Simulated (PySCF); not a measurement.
# Bond curve of AlSn

Set-up: PySCF, spin-free X2C with a Gaussian nucleus, basis sets Al x2c-SVPall, Sn x2c-SVPall. Energies in eV from Al + Sn in their ground configurations at the same level. State: ⁴Σ⁻ (quartet), unpaired electrons σ ↑, π ↑↑.

All columns are UHF. A positive dipole means Al(−)Sn(+).

```json
{"R (Å)": "2.281", "E (eV)": "-0.558", "μ (D)": "-0.94", "Mulliken charge on Al (basis-dependent)": "0.20", "HOMO (eV)": "-7.52", "LUMO (eV)": "0.17", "Mayer bond order": "1.55", "⟨S²⟩": "3.77"}
{"R (Å)": "2.387", "E (eV)": "-0.967", "μ (D)": "-1.02", "Mulliken charge on Al (basis-dependent)": "0.23", "HOMO (eV)": "-7.55", "LUMO (eV)": "0.25", "Mayer bond order": "1.43", "⟨S²⟩": "3.77"}
{"R (Å)": "2.493", "E (eV)": "-1.209", "μ (D)": "-1.20", "Mulliken charge on Al (basis-dependent)": "0.26", "HOMO (eV)": "-7.42", "LUMO (eV)": "0.26", "Mayer bond order": "1.32", "⟨S²⟩": "3.77"}
{"R (Å)": "2.572", "E (eV)": "-1.311", "μ (D)": "-1.40", "Mulliken charge on Al (basis-dependent)": "0.28", "HOMO (eV)": "-7.29", "LUMO (eV)": "0.27", "Mayer bond order": "1.24", "⟨S²⟩": "3.77"}
{"R (Å)": "2.652", "E (eV)": "-1.361", "μ (D)": "-1.64", "Mulliken charge on Al (basis-dependent)": "0.30", "HOMO (eV)": "-7.17", "LUMO (eV)": "0.28", "Mayer bond order": "1.18", "⟨S²⟩": "3.77"}
{"R (Å)": "2.732", "E (eV)": "-1.372", "μ (D)": "-1.92", "Mulliken charge on Al (basis-dependent)": "0.31", "HOMO (eV)": "-7.05", "LUMO (eV)": "0.30", "Mayer bond order": "1.12", "⟨S²⟩": "3.77"}
{"R (Å)": "2.838", "E (eV)": "-1.343", "μ (D)": "-2.31", "Mulliken charge on Al (basis-dependent)": "0.33", "HOMO (eV)": "-6.90", "LUMO (eV)": "0.32", "Mayer bond order": "1.05", "⟨S²⟩": "3.77"}
{"R (Å)": "2.970", "E (eV)": "-1.259", "μ (D)": "-2.82", "Mulliken charge on Al (basis-dependent)": "0.34", "HOMO (eV)": "-6.75", "LUMO (eV)": "0.36", "Mayer bond order": "0.97", "⟨S²⟩": "3.78"}
{"R (Å)": "3.129", "E (eV)": "-1.119", "μ (D)": "-3.38", "Mulliken charge on Al (basis-dependent)": "0.35", "HOMO (eV)": "-6.59", "LUMO (eV)": "0.24", "Mayer bond order": "0.89", "⟨S²⟩": "3.78"}
{"R (Å)": "3.341", "E (eV)": "-0.913", "μ (D)": "-3.92", "Mulliken charge on Al (basis-dependent)": "0.33", "HOMO (eV)": "-6.46", "LUMO (eV)": "0.14", "Mayer bond order": "0.77", "⟨S²⟩": "3.78"}
```

A fit through these points gives, at Re = 2.719 Å, μ = -1.87 D and dμ/dR = -3.54 D/Å; the reduced mass is 22.03 u.

Problem. How strong is the fundamental in the double-harmonic approximation, I = 42.26·(dμ/dR)²/μred km/mol?

Solution. I = 42.26·(-3.54)²/22.03 = 24.0 km/mol at UHF.

Spin–orbit coupling is left out, which matters for elements this heavy, above all for dissociation energies. Hartree–Fock leaves out correlation, which carries a large part of most bond energies and some tenths to 1 eV of ionisation energies. The state is the lowest determinant that a PBE0 search found; another state may lie lower at other levels.
